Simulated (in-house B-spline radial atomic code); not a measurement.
Results of a calculation; reference values are marked as such.
## From levels and matrix elements to observables: the silicon ion Si³⁺

One electron outside the [He] 2s2 2p6 core, from an all-electron radial atomic-structure program (B-spline basis): Brueckner orbitals with a screened correlation potential on Dirac-Hartree-Fock, Breit and QED terms for the lowest states, dipole elements in length form with static core polarisation. The core's own polarisability, by RPA, is 0.1624 bohr³.

```csv
state,removal energy (cm⁻¹),size of the reduced dipole element to 3s1/2 (a.u.)
3s1/2,364040,-
4s1/2,170083,-
3p1/2,292787,1.531
3p3/2,292325,2.166
4p1/2,145807,0.1975
4p3/2,145644,0.2741
```

Use R = 109737.3 cm⁻¹, 1 hartree = 219474.6 cm⁻¹, c = 137.036 and 1 a.u. of rate = 4.1341e16 s⁻¹.

Q: Find the quantum defects of the two s states and predict 5s1/2.

A: With n* = 4 √(R/E): 3s1/2 has n* = 2.1962, δ = 0.8038; 4s1/2 has n* = 3.2130, δ = 0.7870. Ritz's form δ = δ0 + b/n*² gives b = 0.152, δ0 = 0.7723, so with n* ≈ 5 − 0.7870, δ = 0.7809 and E = R × 4²/(5 − 0.7809)² = 98634 cm⁻¹. The program finds 98648 cm⁻¹.

Q: What are the wavelength, oscillator strength and rate of 3s1/2–3p3/2?

A: ΔE = 71715 cm⁻¹ = 0.32676 hartree, λ = 139.44 nm in vacuum. f = (2/3) ΔE D²/(2j + 1 of the lower state) = (2/3) × 0.32676 × 2.166²/2 = 0.5110. A = (4/3) ΔE³ D²/(c³ (2j' + 1)) = 2.1202e-08 a.u. = 8.765e+08 s⁻¹, a partial lifetime of 1.141 ns.

Q: Estimate the static polarisability of 3s1/2.

A: Each p state adds (2/3) D²/(2 ΔE): 3p1/2 2.407, 3p3/2 4.786, 4p1/2 0.01308, 4p3/2 0.02517. With the core the sum is 7.393 bohr³. The program's sum over the whole spectrum, Pauli blocking of the core included, is 7.429.
